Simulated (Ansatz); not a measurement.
`[SiH3][CH2][GeH2][SH]` + HCl → `[SiH3][CH2][GeH2][Cl]` + H₂S  (ligand exchange at a Ge–S bond)

Calculated with Ansatz (gas phase, PBE0-D4/def2-TZVP geometries, no zero-point term in ΔE). CCSD(T)/CBS adds triple-zeta CCSD(T) − MP2 to the extrapolated MP2 energy (def2 sets, frozen cores). This one scheme is used for every species. DFT in def2-TZVPP. For Ge outer-core shells are correlated without core-valence functions, which leaves a few kJ/mol of doubt a bond. Scalar relativity is left out up to krypton. Each species was taken in one conformer, which may not be the lowest.

(1) Is it downhill or uphill in electronic energy at CCSD(T)/CBS, and by how much? (Estimate.)

(2) What do these levels give: PBE-D4, PBE0-D4, HF/def2-QZVPP, HF/CBS(def2), MP2/CBS(def2), CCSD/CBS(def2)? (Estimate.)

Largest T1 diagnostic among the species: 0.011.

Answers

(1) Computed: Downhill: ΔE = -28.9 kJ/mol.

(2) Ansatz gave: PBE-D4 -25.8, PBE0-D4 -27.7, HF/def2-QZVPP -44.7, HF/CBS(def2) -44.8, MP2/CBS(def2) -28.2, CCSD/CBS(def2) -31.0 kJ/mol.

In def2-TZVPP, CCSD(T) changes the Hartree–Fock value by +15.3 kJ/mol (the triples alone add +2.1 kJ/mol) and MP2 by +16.0 kJ/mol. The D4 term adds +3.6 kJ/mol with B3LYP and +2.0 kJ/mol with PBE0; it sums over pairs of atoms, weighted by their polarisabilities, and B3LYP, whose exchange is more repulsive, gets the larger term.

B3LYP here is the variant with VWN-RPA as its local correlation; programs differ in this.
